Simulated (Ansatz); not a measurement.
Job for Ansatz (a first-principles code): U-wB97X-V/def2-TZVPP on HITe (SMILES [TeH]I), a point of a bond scan (R = 2.998 Å). Elements past Kr take the def2 small-core potentials; no spin–orbit coupling.

Ansatz 0.2 input:
```yaml
crystal:
  periodic: [false, false, false]
  atoms:
    - {symbol: Te, position_ang: [0.44277999, 0.90828797, 0.91299334]}
    - {symbol: H, position_ang: [0.69536625, 2.07817325, -0.24428522]}
    - {symbol: I, position_ang: [-0.53657835, -1.11422619, -1.07157301]}
basis:
  gaussian:
    orbitals: def2-TZVPP
hamiltonian:
  xc: {name: wB97X-V}
magnetization: {spin_polarized: true, initial_magnetization: 0}
```

Problem. What total energy does the run end on?

Solution. -566.3063 hartree.

Problem. How many basis functions does it have, and what does it roughly cost on one machine?

Solution. 114 functions; around 19 core-seconds (rough).
